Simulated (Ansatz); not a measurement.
`NB(Br)Br` + HCl → `ClB(Br)Br` + NH₃ at 298.15 K and 1 bar (ligand exchange at a B–N bond).

Calculated with Ansatz (gas phase, PBE0-D4/def2-TZVP geometries, no zero-point term in ΔE). CBS: MP2 limit from def2 TZ/QZ plus the TZ coupled-cluster correction, frozen cores. This one scheme is used for every species. For Br outer-core shells are correlated without core-valence functions, which leaves a few kJ/mol of doubt a bond. Scalar relativity is left out up to krypton. Each species was taken in one conformer, which may not be the lowest.

| species | CCSD(T)/CBS energy (Eh) | H − E (kJ/mol) | S (J/(mol·K)) |
| --- | --- | --- | --- |
| `NB(Br)Br` | -5227.46516 | 102.3 | 317.1 |
| HCl | -460.38127 | 26.6 | 186.8 |
| `ClB(Br)Br` | -5631.31790 | 32.4 | 321.8 |
| NH₃ | -56.50880 | 100.5 | 192.4 |

H − E and S are ideal-gas, rigid-rotor, harmonic terms from PBE0-D4/def2-TZVP, for one conformer and one mirror image of each species. 1 Eh = 2625.50 kJ/mol, R = 8.31446 J/(mol·K).

Question: By hand: ΔE, ΔH, ΔS and ΔG.

Answer: ΔE = (-5631.31790) + (-56.50880) − (-5227.46516) − (-460.38127) = 0.01973 Eh = 51.8 kJ/mol. Δ(H − E) = 32.4 + 100.5 − 102.3 − 26.6 = 4.0, so ΔH = 55.8 kJ/mol. ΔS = 321.8 + 192.4 − 317.1 − 186.8 = 10.3 J/(mol·K). ΔG = 55.8 − 298.15 × (10.3)/1000 = 52.7 kJ/mol.

Question: By hand: the equilibrium constant, and the temperature at which ΔG would vanish if ΔH and ΔS stayed fixed.

Answer: log₁₀ K = −ΔG/(RT ln 10) = -9.2. ΔG = 0 at ΔH/ΔS = 5417 K, far beyond where these terms or the molecules hold.

The number of gas molecules stays the same, so ΔS is small and ΔH decides. A doubt of 5 kJ/mol in ΔE shifts log₁₀ K by 0.9 here. Other conformers and mirror images would add mixing entropy, several J/(mol·K) or more a flexible species. These are equilibria of isolated gas molecules and say nothing of rates. Largest T1 diagnostic: 0.009 (customary marks: 0.02 for closed shells, 0.045 for open ones).
